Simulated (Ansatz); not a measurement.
Si5H3⁺. The state is a singlet with charge 1. Geometry PBE-D4/def2-SVP.

```xyz
8

Si   -2.113   -1.390    2.482
Si    0.062    0.497   -1.071
Si   -0.275    1.746   -3.061
Si    1.355   -1.020   -0.109
Si   -0.607   -0.603    0.827
H    -1.481   -0.281    3.357
H     0.443    2.879   -2.288
H     2.616   -1.829   -0.138
```

B3LYP takes the VWN-RPA correlation. The restricted singlet is unstable towards broken spin symmetry in Hartree–Fock (as tested in another run); at PBE-D4/def2-TZVP, r2SCAN-D4/def2-TZVP, B3LYP-D4/def2-TZVP, PBE0-D4/def2-TZVP this wasn't settled. Another isomer (singlet) lies 2.08 eV lower at PBE0-D4/def2-TZVP; other spin states weren't run for this one.

Question: Estimate the orbital energies around the gap (eV) in Ansatz with PBE-D4/def2-TZVP, r2SCAN-D4/def2-TZVP, B3LYP-D4/def2-TZVP, PBE0-D4/def2-TZVP.

Answer: 
```csv
orbital,PBE-D4/def2-TZVP,r2SCAN-D4/def2-TZVP,B3LYP-D4/def2-TZVP,PBE0-D4/def2-TZVP
HOMO−9,-17.30,-17.79,-18.62,-19.01
HOMO−8,-16.90,-17.37,-18.17,-18.55
HOMO−7,-15.36,-15.77,-16.46,-16.79
HOMO−6,-13.71,-14.01,-14.70,-14.98
HOMO−5,-12.32,-12.64,-13.20,-13.47
HOMO−4,-11.38,-11.64,-12.16,-12.40
HOMO−3,-11.22,-11.47,-12.07,-12.30
HOMO−2,-10.57,-10.78,-11.15,-11.40
HOMO−1,-10.11,-10.28,-10.69,-10.91
HOMO,-10.08,-10.26,-10.63,-10.87
LUMO,-8.54,-8.45,-7.87,-7.77
LUMO+1,-8.39,-8.29,-7.72,-7.59
LUMO+2,-6.89,-6.78,-6.24,-6.15
LUMO+3,-6.86,-6.73,-6.16,-6.06
LUMO+4,-5.92,-5.66,-5.21,-5.07
LUMO+5,-5.52,-5.29,-4.75,-4.58
```
